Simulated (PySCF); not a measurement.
# Electron correlation in Tm+ (thulium, charge +1)

[Xe] 4f13 6p1, one real determinant (an excited configuration). Computed with PySCF 2.14 in ANO-RCC-VTZP (8s7p5d3f2g1h, 104 functions), with scalar relativity by spin-free X2C-1e. Frozen: [Kr] 4d10; 22 electrons correlated.

MP2 pair energies summed by pair of shells (mhartree):

```tsv
pair	energy	share (%)
4f-4f	-686.05	54.4
4f-5p	-320.12	25.4
5p-5p	-128.08	10.2
4f-5s	-73.02	5.8
5s-5p	-32.64	2.6
5p-6p	-8.48	0.7
5s-5s	-6.46	0.5
4f-6p	-6.07	0.5
5s-6p	-0.36	0.0
```

Total MP2 correlation energy: -1261.3 mhartree.

Same-spin part -485.02 and opposite-spin part -776.26 mhartree; SCS-MP2 scales them by 1/3 and 6/5 to -1093.2 mhartree.

The basis was made for the ground configuration and has no added diffuse functions, which can raise the energy of the promoted electron.

The reference is one real determinant that mixes LS terms of this configuration.
